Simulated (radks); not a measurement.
As VII, configuration [Ar] 3d9. Calculated with a radial shooting solver on a logarithmic mesh with Libxc functionals: Dirac Kohn-Sham, PBE, spin-unpolarised, spherical densities, finite nucleus; open shells are shared between the two j in proportion to 2j + 1; Fermi nuclear charge, rms radius 4.0968 fm.

Spin-orbit splittings of the eigenvalues, e(l+1/2) - e(l-1/2), with zeta = 2 splitting/(2l+1) and mean radii in bohr:

| shell | occ. | splitting (eV) | zeta (eV) | <r> j=l-1/2 | <r> j=l+1/2 |
|---|---|---|---|---|---|
| 2p | 6 | 36.58 | 24.39 | 0.1746 | 0.1783 |
| 3p | 6 | 5.186 | 3.458 | 0.5997 | 0.6095 |
| 3d | 9 | 0.7983 | 0.3193 | 0.6319 | 0.6355 |
